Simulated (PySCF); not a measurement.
CH₇BFPSi.
Numbering: `[CH3:1][B:2]([F:3])[PH:4][SiH3:5]` (hydrogens: H6, H7, H8 on C1; H9 on P4; H10, H11, H12 on Si5)

Computed by this run: PBE0-D3(BJ)/def2-SVP geometry optimisation, gas phase in PySCF 2.14.0; density fitting, grid level 1; the optimiser is geomeTRIC in internal coordinates, started from a GFN2-xTB structure with every atom displaced at random (about 0.01 Å).

Step 2: E = -21692.3221 eV
```
atom  x, y, z in Å  |  force x, y, z in eV/Å
C1      2.0461    0.4405   -0.4507    0.078  -0.030   0.060
B2      0.8868    0.0493    0.5213   -0.109  -0.063  -0.048
F3      0.7337    0.7559    1.6423    0.036   0.051  -0.016
P4     -0.3317   -1.4292    0.3166    0.110  -0.006  -0.091
Si5    -2.2342   -0.2233    0.2608   -0.054  -0.006   0.004
H6      2.0939   -0.1448   -1.3779   -0.022  -0.007   0.013
H7      1.9500    1.5090   -0.7085   -0.003   0.012  -0.003
H8      3.0125    0.3417    0.0764   -0.031   0.017  -0.007
H9     -0.1843   -1.6222   -1.0913   -0.034   0.016   0.075
H10    -3.3765   -1.1446   -0.0167    0.006   0.004  -0.008
H11    -2.2304    0.8506   -0.7808    0.010   0.009   0.017
H12    -2.4152    0.3932    1.6067    0.012   0.002   0.004
```

Step 3: E = -21692.3257 eV
```
atom  x, y, z in Å  |  force x, y, z in eV/Å
C1      2.0672    0.4316   -0.4454   -0.067  -0.040  -0.041
B2      0.8695    0.0613    0.4886    0.111   0.044   0.028
F3      0.7050    0.8012    1.5869   -0.076   0.001   0.042
P4     -0.3324   -1.4250    0.2905    0.014   0.040   0.062
Si5    -2.2454   -0.2313    0.2734   -0.012  -0.005   0.057
H6      2.1490   -0.1804   -1.3515    0.016  -0.005  -0.041
H7      1.9766    1.4929   -0.7352   -0.011  -0.009  -0.016
H8      3.0101    0.3544    0.1203    0.032  -0.011   0.043
H9     -0.2045   -1.6003   -1.1125    0.007  -0.024  -0.111
H10    -3.3844   -1.1517   -0.0148   -0.009   0.000  -0.010
H11    -2.2527    0.8694   -0.7379    0.005   0.014  -0.009
H12    -2.4075    0.3541    1.6358   -0.011  -0.005  -0.004
```

Task: Estimate the geometry and energy of step 4. (The exact step hangs on the optimiser's Hessian estimate; all steps are aligned on step 3, rigid shifts and turns removed.)

Result: E = -21692.3289 eV, largest force 0.107 eV/Å
```
atom  x, y, z in Å  |  force x, y, z in eV/Å
C1      2.0811    0.4213   -0.4449   -0.072   0.022   0.017
B2      0.8647    0.0776    0.4752    0.048  -0.007   0.024
F3      0.6646    0.8318    1.5588    0.021   0.017  -0.010
P4     -0.3265   -1.4133    0.2717   -0.042   0.023   0.047
Si5    -2.2516   -0.2350    0.2857    0.017  -0.013   0.046
H6      2.1814   -0.2157   -1.3323    0.007  -0.004  -0.012
H7      1.9955    1.4738   -0.7667    0.002  -0.007  -0.016
H8      3.0108    0.3609    0.1443    0.041  -0.005   0.029
H9     -0.2047   -1.5775   -1.1334    0.004  -0.026  -0.103
H10    -3.3851   -1.1573   -0.0181   -0.010   0.002  -0.008
H11    -2.2685    0.8871   -0.7021   -0.001   0.009  -0.009
H12    -2.4112    0.3224    1.6600   -0.015  -0.010  -0.003
```

The energy changes by -0.0032 eV. The first-order estimate −F·Δx gives -0.0045 eV and the mean of the old and new forces, exact on a quadratic surface, -0.0027 eV. The step makes an angle of 81° with the force vector and moves no atom by more than 0.058 Å.

The cost below is that of the whole optimisation. Hardware: one thread, Arm Neoverse V1 (aarch64), no GPU, shared host. Cost: 43 s wall, 0.46 GiB resident at most.
